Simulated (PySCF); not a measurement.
**Radial density of Mg (magnesium, neutral)**

B2PLYP, [Ne] 3s1 3d1, 3s spin antiparallel (an excited configuration). Computed with PySCF 2.14 in aug-cc-pVDZ (5s4p2d, 27 functions), with the non-relativistic Hamiltonian (point nucleus).

| r (bohr) | 4πr²ρ (e/bohr) | 4πr²(ρα − ρβ) |
| --- | --- | --- |
| 0.00208 | 0.05644 | -0.0001 |
| 0.00350 | 0.1549 | -0.0002 |
| 0.00589 | 0.4127 | -0.0006 |
| 0.00990 | 1.062 | -0.0016 |
| 0.0167 | 2.554 | -0.0037 |
| 0.0280 | 5.517 | -0.0078 |
| 0.0471 | 9.915 | -0.0131 |
| 0.0793 | 13.23 | -0.0139 |
| 0.133 | 11.28 | -0.0034 |
| 0.224 | 7.404 | -0.0031 |
| 0.377 | 9.826 | -0.0442 |
| 0.634 | 10.10 | -0.0344 |
| 1.07 | 3.542 | -0.0156 |
| 1.79 | 0.5873 | -0.2827 |
| 3.02 | 0.4580 | -0.2393 |
| 5.08 | 0.3261 | 0.2182 |
| 8.54 | 0.02079 | 0.0192 |

The outer electron is Rydberg-like, and this basis confines it to a smaller radius and binds it less than a complete one would. With the s spin flipped the determinant is a mixture of two multiplicities, not a spectroscopic state. At B2PLYP the highest occupied level has a positive energy, so only the finite basis holds that electron; for this excited configuration the basis is too tight for the outer shell.
